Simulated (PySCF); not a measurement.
## [ScH2]+: map over both bonds

Method: PBE0 in PySCF with Sc def2-TZVP, H def2-TZVP; no relativity; density-fitted integrals.

Rigid scan from the singlet minimum (Sc–H 1.726 Å (×2); H–Sc–H 108.3°). Coordinate: rows scale the first bond (Sc–H), columns the second (Sc–H). Energies in kJ/mol from the minimum.

Rows run from the largest first scale (top) to the smallest, columns from the smallest second scale to the largest. Lower edges of the bins (kJ/mol): '0' 0.01, '1' 0.34, '2' 0.86, '3' 1.69, '4' 3.00, '5' 5.08, '6' 8.38, '7' 13.61, '8' 21.90, '9' 35.04; top 56.
```
888899
766789
643478
520368
542468
655678
```

(1) Give the energies on the grid of the scan.

## Answers

(1) 
| scale \ scale | 0.94 | 0.97 | 1.00 | 1.04 | 1.09 | 1.15 |
| --- | --- | --- | --- | --- | --- | --- |
| 0.94 | 13 | 8 | 7 | 9 | 17 | 33 |
| 0.97 | 8 | 3 | 2 | 4 | 12 | 28 |
| 1.00 | 7 | 2 | 0 | 2 | 11 | 27 |
| 1.04 | 9 | 4 | 2 | 5 | 14 | 30 |
| 1.09 | 17 | 12 | 11 | 14 | 23 | 39 |
| 1.15 | 33 | 28 | 27 | 30 | 39 | 56 |

The scan took 12 s on 2 threads of a shared Arm Neoverse V2 host; the process peaked at 0.56 GiB.
